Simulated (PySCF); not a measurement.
Spectra and structures to be paired. Level of theory: TDDFT CAM-B3LYP/def2-SVPD, vertical, gas phase, core orbitals frozen in the response (PySCF). Geometries: PBE0-D3(BJ)/def2-SVP; one conformer of each isolated species. Triplets are in the Tamm–Dancoff approximation.

A. `O=C(O)C1=CC=CC12CC2`
B. `O=S=S`
C. `CC(=O)[SiH2]S`
D. `C=CC[P@](=O)(O)C1=CC=CC=C1`
E. `[SiH3]O[C@H]1CS1`

Lowest singlet levels (six at most, fewer where fewer were computed) with oscillator strengths:

1. 4.94 eV (f 0.000); 6.23 eV (f 0.016); 6.53 eV (f 0.036); 7.03 eV (f 0.038); 7.17 eV (f 0.031); 7.19 eV (f 0.027); T1 4.52 eV
2. 3.76 eV (f 0.001); 5.54 eV (f 0.007); 6.16 eV (f 0.028); 6.30 eV (f 0.001); 6.66 eV (f 0.005); 6.80 eV (f 0.005); T1 3.12 eV
3. 2.27 eV (f 0.000); 2.87 eV (f 0.000); 4.27 eV (f 0.080); 6.35 eV (f 0.002); 6.86 eV (f 0.000); 6.98 eV (f 0.000); T1 1.72 eV
4. 4.48 eV (f 0.186); 5.16 eV (f 0.000); 5.57 eV (f 0.168); 6.58 eV (f 0.002); 6.64 eV (f 0.003); 6.73 eV (f 0.194)
5. 5.35 eV (f 0.008); 5.98 eV (f 0.049); 6.08 eV (f 0.012); 6.68 eV (f 0.102); 6.87 eV (f 0.284); 6.88 eV (f 0.151); T1 4.02 eV

Task: Match each spectrum to its molecule.

Result: 1 = E, 2 = C, 3 = B, 4 = A, 5 = D.
- A: S1 at 4.48 eV, HOMO→LUMO (97%); Löwdin shares by element: HOMO carbon 78% or more (atoms not listed hold the other 22%); LUMO carbon 57% or more (atoms not listed hold the other 43%); HOMO -7.96 and LUMO -0.67 eV; point group Cs, 1 of its 6 listed states under f = 0.0005.
- B: S1 at 2.27 eV, HOMO→LUMO (100%); Löwdin shares by element: HOMO sulfur 93%, oxygen 7%; LUMO sulfur 77%, oxygen 23%; HOMO -9.61 and LUMO -3.22 eV; point group Cs, 4 of its 6 listed states under f = 0.0005.
- C: S1 at 3.76 eV, HOMO-1→LUMO (73%), HOMO→LUMO (24%); Löwdin shares by element: HOMO sulfur 60%, silicon 12%, oxygen 10%, hydrogen 5% or more; LUMO carbon 45%, oxygen 32%, silicon 11%; HOMO -8.71 and LUMO -0.34 eV.
- D: S1 at 5.35 eV, HOMO-1→LUMO (38%), HOMO-2→LUMO+1 (27%), HOMO→LUMO (18%); Löwdin shares by element: HOMO carbon 45% or more, oxygen 15% or more (atoms not listed hold the other 40%); LUMO carbon 61% or more (atoms not listed hold the other 39%); HOMO -8.76 and LUMO -0.04 eV.
- E: S1 at 4.94 eV, HOMO→LUMO (76%), HOMO→LUMO+1 (9%); Löwdin shares by element: HOMO sulfur 75%, carbon 16%; LUMO sulfur 44%, carbon 22%, silicon 11% (atoms not listed hold the other 22%); HOMO -8.16 and LUMO 0.86 eV.
